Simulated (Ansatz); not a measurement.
Gas-phase electronic energies from Ansatz, PBE0-D4/def2-TZVP geometries. CBS: MP2 limit from def2 TZ/QZ plus the TZ coupled-cluster correction, frozen cores. This one scheme is used for every species. Functionals use def2-TZVPP. HSE06 is defined as in plane-wave codes. def2 core potentials past Kr. For Br, Sn outer-core shells are correlated without core-valence functions, which leaves a few kJ/mol of doubt a bond. Scalar relativity is left out up to krypton. One conformer a species, not always the lowest.

`[CH3][Sn][SH]` + HBr → `[CH3][Sn][Br]` + H₂S  (ligand exchange at the Sn–S bond)

| level | ΔE (kcal/mol) | difference from CCSD(T)/CBS |
| --- | --- | --- |
| PBE-D4 | -9.6 | 1.6 |
| HSE06-D4 | -10.7 | 0.5 |
| BHLYP-D4 | -12.5 | -1.3 |
| revPBE | -10.4 | 0.8 |
| PBE0 | -11.0 | 0.2 |
| LC-ωPBE | -11.4 | -0.2 |
| CCSD/def2-SVP | -11.4 | -0.2 |
| SCS-MP2/def2-TZVPP | -11.0 | 0.2 |
| CCSD(T)/def2-TZVPP | -10.2 | 1.0 |
| MP2/CBS(def2) | -11.3 | -0.1 |
| CCSD(T)/CBS | -11.2 | 0 |

Largest T1 diagnostic among the species: 0.015.

From PBE to PBE0 (25 % exact exchange), in def2-TZVPP and without D4, ΔE moves by −1.0 kcal/mol. In def2-TZVPP, CCSD(T) changes the Hartree–Fock value by +4.7 kcal/mol (the triples alone add +0.8 kcal/mol) and MP2 by +4.5 kcal/mol. Leaving LDA and LC-ωPBE aside and taking each functional with its dispersion term where it has one, the values, not all of them listed here, spread over 3.2 kcal/mol, from BHLYP-D4 to revPBE-D4. LDA lies +1.4 kcal/mol from PBE without D4.
